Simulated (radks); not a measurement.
Results of a calculation; reference values are marked as such.
All-electron atom: neutral iridium in [Xe] 4f13 5d8 6s1 6p1 (not the ground configuration).

Code: a radial shooting solver on a logarithmic mesh with Libxc functionals. Model: Dirac Kohn-Sham, LDA (Slater exchange, Perdew-Wang correlation), spin-unpolarised, spherical densities, finite nucleus; open shells fill j = l - 1/2 first; Fermi nuclear charge, rms radius 5.4032 fm.

Energy parts (Ry):
| part | energy |
|---|---|
| total | -35684.3516 |
| kinetic | 40632.6021 |
| electron-nucleus | -89498.3120 |
| Hartree | 13857.2217 |
| exchange-correlation | -675.8634 |

Orbitals (lengths in bohr, moments of r in powers of bohr; r(max) is where P^2 peaks):
orbital  occ.  eigenvalue (Ry)   r(max)      <r^2>
1s1/2       2        -5580.994  0.01083  0.0004202
2s1/2       2        -976.5724  0.06256   0.006369
2p1/2       2        -936.0895  0.04621   0.004520
2p3/2       4        -816.6145  0.05337   0.005713
3s1/2       2        -229.2523   0.1761    0.04147
3p1/2       2        -211.0058   0.1645    0.03788
3p3/2       4        -184.8565   0.1791    0.04437
3d3/2       4        -154.1606   0.1397    0.03416
3d5/2       6        -148.5063   0.1437    0.03593
4s1/2       2        -49.59832   0.3976     0.2019
4p1/2       2        -41.88587   0.3961     0.2065
4p3/2       4        -35.64196   0.4264     0.2400
4d3/2       4        -22.94012   0.4202     0.2553
4d5/2       6        -21.77504   0.4296     0.2673
5s1/2       2         -7.59591   0.8829      1.047
4f5/2       6         -5.58426   0.3891     0.3293
4f7/2       7         -5.34672   0.3937     0.3384
5p1/2       2         -5.11665   0.9345      1.238
5p3/2       4         -4.05832    1.014      1.481
5d3/2       4         -0.77772    1.241      3.023
5d5/2       4         -0.67555    1.281      3.308
6s1/2       1         -0.56232    2.331      8.945
6p1/2       1         -0.18980    2.998      17.54
6p3/2       0         -0.13737    3.426      23.07

The highest occupied level is 6p1/2 at -2.582 eV. The electron density at the nucleus is 1.813e+06 e/bohr^3. Summed over all electrons, <r^2> = 71.78 bohr^2, which gives a Langevin (diamagnetic) susceptibility term of -56.9 x 10^-6 cm^3/mol. The density falls to 0.001 e/bohr^3 at r = 4.68 bohr.
